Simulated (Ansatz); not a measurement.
Cu(SH)2 (CuH2S2). Total charge 0; doublet. Geometry PBE0-D4/def2-TZVP; atoms count from 1.

```
atom    x (Å)    y (Å)    z (Å)
 Cu1  -0.0002  -0.0026   0.0051
  S2   1.4970   1.3139   0.7123
  H3   2.5318   0.5272   0.3618
  S4  -1.4973  -1.3161  -0.7079
  H5  -2.5313  -0.5224  -0.3713
```

Problem. Estimate the Mulliken populations from the PBE0/def2-TZVP orbitals of Ansatz.

Solution. 
```json
{"atom": "Cu1", "charge (e)": "0.21", "spin (α − β)": "0.24", "d electrons": "9.64"}
{"atom": "S2", "charge (e)": "-0.28", "spin (α − β)": "0.39", "d electrons": "–"}
{"atom": "H3", "charge (e)": "0.18", "spin (α − β)": "-0.01", "d electrons": "–"}
{"atom": "S4", "charge (e)": "-0.28", "spin (α − β)": "0.39", "d electrons": "–"}
{"atom": "H5", "charge (e)": "0.18", "spin (α − β)": "-0.01", "d electrons": "–"}
```
Mulliken values depend strongly on the basis.

Problem. Where does the spin sit?

Solution. Summed by element: Cu 0.24, S 0.78, H -0.02, of 1 unpaired in all. Largest on single atoms: S4 0.39, S2 0.39, Cu1 0.24.

Problem. And the Mayer bond orders between heavy atoms (over 0.3)?

Solution. Cu1–S2 1.09 (2.12 Å); Cu1–S4 1.09 (2.12 Å).
